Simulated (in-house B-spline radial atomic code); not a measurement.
Computed with a B-spline radial atomic code. Model: two electrons, singlet ground state, non-relativistic, full CI in B-splines with partial waves to l = 8 (at full coupling up to 3e-4 hartree above the limit, correlation up to 0.6 % small), density held at that of full coupling by Lieb maximisation.

Along the adiabatic connection the electron repulsion is scaled by a coupling λ while a local potential keeps the density fixed. At λ = 0 the system is the Kohn-Sham one and W equals the exchange energy; the exchange-correlation energy is the area under W between 0 and 1. The kinetic energy rises with λ as the electrons avoid each other, with dT/dλ = −λ dW/dλ.

Command:
```bash
python run_ac.py task.json out
```
Settings (lengths in bohr, energies in hartree):
```
potential              gauss
strength               0.74
lmax                   8
second                 13.3
```

Run time, properties included: 57 s on 1 thread of Intel(R) Xeon(R) Processor @ 2.30GHz (shared host).

**W = mean repulsion less Hartree energy, and W of three functionals.**

Given: confinement Gaussian well; well depth 0.74 hartree; well width 13.3 bohr; external potential -V exp(-r^2/w^2).

Computed: LDA exchange minus exact 26.943 millihartree; PBE exchange minus exact 7.8886 millihartree.

```
coupling  W xc (hartree)  W xc minus exchange (millihartree)  kinetic minus Kohn-Sham (millihartree)  LDA (PW92) W minus its exchange (millihartree)  PBE W minus its exchange (millihartree)  SCAN W minus its exchange (millihartree)
       0        -0.18899                                   0                                       0                                               0                                        0                                         0
    0.02          -0.191                              -2.013                                    0.02                                           -8.11                                    -3.28                                     -1.84
    0.05        -0.19384                              -4.848                                    0.12                                          -15.35                                    -7.37                                     -4.39
    0.12        -0.19969                             -10.701                                    0.61                                          -26.74                                   -14.95                                     -9.63
    0.25         -0.2083                             -19.313                                    2.18                                          -40.36                                   -25.27                                    -17.53
     0.4        -0.21564                             -26.653                                    4.53                                          -50.92                                    -33.9                                     -24.6
     0.6        -0.22266                             -33.674                                       8                                          -60.81                                   -42.36                                    -31.79
     0.8               ?                                   ?                                       ?                                               ?                                        ?                                         ?
       1        -0.23152                             -42.532                                   14.92                                          -73.65                                   -53.74                                    -41.56
     1.4        -0.23693                             -47.937                                   21.33                                          -81.96                                   -61.28                                    -47.85
       2        -0.24208                             -53.095                                   29.98                                          -90.38                                   -69.03                                    -53.93
       3               ?                                   ?                                       ?                                               ?                                        ?                                         ?
     4.5        -0.25155                             -62.555                                   58.52                                         -107.35                                   -84.91                                    -64.13
```

Problem. What belongs in the row 0.8?

Solution. W xc (hartree): -0.22771; W xc minus exchange (millihartree): -38.722; kinetic minus Kohn-Sham (millihartree): 11.51; LDA (PW92) W minus its exchange (millihartree): -68.04; PBE W minus its exchange (millihartree): -48.72; SCAN W minus its exchange (millihartree): -37.26.

Problem. What belongs in the row 3?

Solution. W xc (hartree): -0.24719; W xc minus exchange (millihartree): -58.202; kinetic minus Kohn-Sham (millihartree): 42.51; LDA (PW92) W minus its exchange (millihartree): -99.28; PBE W minus its exchange (millihartree): -77.33; SCAN W minus its exchange (millihartree): -59.71.

Problem. What is the SCAN exchange minus exact?

Solution. 0.11059 millihartree.

**Energy parts, natural occupations and partial-wave weights.**

Computed: total energy -1.0361 hartree; correlation energy -0.027609 hartree; kinetic part of the DFT correlation energy 0.014923 hartree; initial slope twice GL2 -0.10308 hartree; kinetic part over minus potential part 0.35086; Hartree energy 0.37798 hartree; Lieb Oxford ratio E_xc over LDA exchange 1.3366.

```csv
natural,occupation of the shell (electrons)
s,1.8006
p,0.18787
s,0.01036
d,?
p,0.00025787
f,8.5982e-05
```

Problem. What belongs in the row d?

Solution. occupation of the shell (electrons): 0.00069826.

| wave | weight |
| --- | --- |
| s | 0.9055 |
| p | 0.094072 |
| d | ? |
| f | 4.7445e-05 |
| g | 1.0554e-05 |

Problem. What belongs in the row d?

Solution. weight: 0.0003649.

Problem. What is the exchange energy?

Solution. -0.18899 hartree.

Problem. What is the Kohn-Sham kinetic?

Solution. 0.086646 hartree.

Half-way to full coupling W has made 71 % of its drop, against 50 % for a straight line, and second-order (GL2) theory, half the initial slope, overshoots the correlation energy by about 87 %: correlation is strong. Over couplings 0 to 1 the errors in E_xc come to about +3.1 millihartree for LDA, +0.3 millihartree for PBE, +1.6 millihartree for SCAN, so PBE is nearest. In LDA and PBE the errors of exchange and correlation have opposite signs, so the sum is smaller than the larger of the two.
